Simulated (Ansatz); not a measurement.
CH7ClSSi2 can be A, `S[SiH2][SiH2]CCl`, or B, `C[SiH](S)[SiH2]Cl`.

Calculated with Ansatz (gas phase, PBE0-D4/def2-TZVP geometries, no zero-point term in ΔE). CCSD(T)/CBS adds triple-zeta CCSD(T) − MP2 to the extrapolated MP2 energy (def2 sets, frozen cores). Functionals use def2-TZVPP. B3LYP here is the variant with VWN-RPA as its local correlation; programs differ in this. One conformer a species, not always the lowest.

A:

```xyz
12

S    -3.1030   -1.0458   -0.4259
Si   -1.4986    0.3668   -0.5965
Si    0.3904   -0.4407    0.5316
C     1.8707    0.7089    0.2995
Cl    3.3004    0.0535    1.1455
H    -2.3847   -2.0860   -0.8823
H    -1.1804    0.6682   -2.0206
H    -2.0271    1.6058    0.0318
H     0.7308   -1.7806   -0.0181
H     0.0895   -0.5689    1.9802
H     1.6770    1.7015    0.7077
H     2.1351    0.8174   -0.7529
```

B:

```xyz
12

C     0.180   -1.786   -0.066
Si   -0.393   -0.188    0.714
S    -2.432    0.288    0.255
Si    0.899    1.612   -0.035
Cl    0.492    1.785   -2.061
H    -0.472   -2.609    0.232
H     0.160   -1.708   -1.155
H     1.202   -2.019    0.243
H    -0.360   -0.276    2.199
H    -2.170    0.597   -1.028
H     2.366    1.406    0.095
H     0.529    2.897    0.609
```

Task: Which isomer does CCSD(T)/CBS put lower? Give the gap. (Best estimate.)

Result: Ansatz gave: B, by 42.8 kcal/mol.

Task: Give E(B) − E(A) in kcal/mol with r2SCAN-D4, PBE-D4, B2PLYP, PBE0-D4, B3LYP, HF/def2-TZVPP, CCSD/def2-TZVPP. (Estimate.)

Result: The calculation gave: r2SCAN-D4 -43.5, PBE-D4 -41.5, B2PLYP -42.2, PBE0-D4 -42.7, B3LYP -41.1, HF/def2-TZVPP -42.6, CCSD/def2-TZVPP -42.1. None reverses the order clearly.

Largest T1 diagnostic: 0.011.

The D4 term adds −1.4 kcal/mol with B3LYP and −0.8 kcal/mol with PBE0; it sums over pairs of atoms, weighted by their polarisabilities, and B3LYP, whose exchange is more repulsive, gets the larger term. From PBE to PBE0 (25 % exact exchange), in def2-TZVPP and without D4, E(B) − E(A) moves by −1.3 kcal/mol.
